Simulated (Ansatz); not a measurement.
Molecule: germyl acetate, C2H6GeO2, charge 0, multiplicity 1. 
Geometry from a B3LYP-D3(BJ)/def2-TZVP (Ansatz, a quantum-chemistry and plane-wave program) optimisation:
SMILES: O=C([O][GeH3])C
```xyz
11

C      2.7758     0.1158    -0.2970
C      1.3697    -0.2465     0.0946
O      1.0723    -1.1549     0.8383
O      0.4528     0.5469    -0.4679
Ge    -1.2907     0.1474    -0.0217
H      2.8817     0.0558    -1.3810
H      3.4795    -0.5567     0.1852
H      2.9831     1.1468    -0.0077
H     -1.6164    -1.2643    -0.5134
H     -1.4686     0.3252     1.4874
H     -2.0315     1.2250    -0.8231
```

Basis-set convergence of Hartree-Fock and MP2 correlation energies (hartree) with Ansatz. Correlated levels leave the core frozen unless marked. Spin-orbit coupling is left out. The frozen core is the preceding noble-gas configuration, with the filled d and f shells of earlier blocks. Non-relativistic.

```tsv
basis	functions	E(HF)	E(corr, MP2)
cc-pVDZ	113	-2304.34270	-0.73405
cc-pVTZ	247	-2304.48729	-0.91841
cc-pVQZ	468	-2304.50856	-0.98484
```

Extrapolating the two largest sets (X = 3 and 4) as X^-3: E(corr) = (64·(-0.98484) - 27·(-0.91841))/37 = -1.0333 Eh, an estimate of the basis-set limit. The largest set recovers 95.3 % of it, the smallest 71.0 %.
